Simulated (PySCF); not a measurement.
Electron correlation in Sn⁺ (tin, charge +1)

[Kr] 4d10 5s2 5p1, 2P determinant. All numbers are calculated (PySCF 2.14, scalar relativity through the core potential, in def2-SVP with the def2 core potential (28 electrons) (4s4p2d, 26 functions)). Frozen: 4s2 4p6 4d10; 3 electrons correlated.

MP2 pair energies summed by pair of shells (mhartree):

| pair | energy | share (%) |
| --- | --- | --- |
| 5s-5s | -15.80 | 59.1 |
| 5s-5p | -10.93 | 40.9 |

Total MP2 correlation energy: -26.73 mhartree.

Same-spin part -1.83 and opposite-spin part -24.90 mhartree; SCS-MP2 scales them by 1/3 and 6/5 to -30.49 mhartree.

```json
{"level": "CCSD", "correlation energy (mhartree)": "-39.84"}
{"level": "(T)", "correlation energy (mhartree)": "-0.37"}
{"level": "CCSD(T)", "correlation energy (mhartree)": "-40.21"}
```

Diagnostics: T1 = 0.0088, D1 = 0.0215, largest double amplitude 0.096.

Problem. Is a single reference adequate?

Solution. Mostly. T1 lies below 0.03, but a double amplitude of this size points to a near-degeneracy that CCSD handles and MP2 describes poorly.
